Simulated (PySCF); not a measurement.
## Excitation energy of Cr by level of theory

Cr [Ar] 3d5 4s1 (7S) → Cr [Ar] 3d4 4s1 4p1 (high-spin determinant), as a difference of total energies. Computed with PySCF 2.14 in aug-cc-pVTZ (8s7p5d3f2g, 93 functions), with the non-relativistic Hamiltonian (point nucleus). Correlated levels: valence: [Ar] frozen. The calculations carry no spin-orbit coupling.

```csv
method,excitation energy (eV)
UHF,2.009
LDA,4.292
PBE,4.008
PBE0,3.619
r2SCAN,3.770
LC-wPBE,3.487
revPBE,3.959
MP2 (valence),2.966
SCS-MP2 (valence),2.328
```

**Question.** How much does correlation contribute at MP2 (valence)?

**Answer.** 2.966 − (2.009) = 0.957 eV, measured against UHF.

A first-order spin-orbit estimate (lowest level to lowest level, LS coupling) adds -0.055 eV.

The determinant of the upper state mixes LS terms, which raises its energy above the lowest term, most at the Hartree-Fock and MP2 levels.
